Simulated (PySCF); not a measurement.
These are M06-2X/def2-TZVP // PBE0-D3(BJ)/def2-TZVP (PySCF) values and carry that method's errors. Isolated molecules, 0 K electronic values unless said otherwise. 

Reference species (SMILES): `[F][AlH][F]` (neutral, multiplicity 1).

| Property | Result |
|---|---|
| LUMO | -0.47 eV |
| dipole moment | 1.48 D |

Changed species: `[F][AlH2]` (whole molecule; the reference has whole molecule).

What does the change do to the LUMO and dipole moment?

the LUMO falls by 0.40 eV, to -0.87 eV; the dipole moment hardly moves.
